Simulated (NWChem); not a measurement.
Molecule: C$_{4}$H$_{2}$BF; SMILES C#CB(F)C#C

```xyz
8

B      0.0000     0.0000     0.4357
C     -1.3272     0.0000    -0.3085
C     -2.3695     0.0000    -0.9314
H     -3.2901     0.0000    -1.4723
C      1.3272     0.0000    -0.3085
C      2.3695     0.0000    -0.9314
H      3.2901     0.0000    -1.4723
F      0.0000     0.0000     1.7698
```
Atoms are numbered in this order, from 1.

Results from NWChem. Pople sets run with spherical d functions. Geometry: optimised at B3LYP/6-31G* (spherical d). GIAO values for the isolated, static molecule; σ is the absolute isotropic shielding, δ = σ(reference) − σ with the isolated reference molecule computed at the same levels (11B: boron trifluoride, 13C: tetramethylsilane, 19F: trichlorofluoromethane, 1H: tetramethylsilane).

```
level                                 δ B1 (ppm)  δ C2 (ppm)  δ C3 (ppm)  δ H4 (ppm)  δ F8 (ppm)
------------------------------------  ----------  ----------  ----------  ----------  ----------
BHandHLYP/pcSseg-1                             …           …           …           …           …
B3LYP/6-31G*                                16.6        78.3        89.2        2.52       -35.0
LDA (Slater exchange, VWN5)/pcSseg-1        13.6       100.1       109.6        2.70       -27.1
Hartree-Fock/6-31G*                         19.2        74.5       100.0        3.35       -23.8
```

Problem. Some entries are withheld; supply them.

Solution. 
- BHandHLYP/pcSseg-1, δ B1 (ppm): 14.7
- BHandHLYP/pcSseg-1, δ C2 (ppm): 88.7
- BHandHLYP/pcSseg-1, δ C3 (ppm): 107.5
- BHandHLYP/pcSseg-1, δ H4 (ppm): 2.96
- BHandHLYP/pcSseg-1, δ F8 (ppm): -29.5
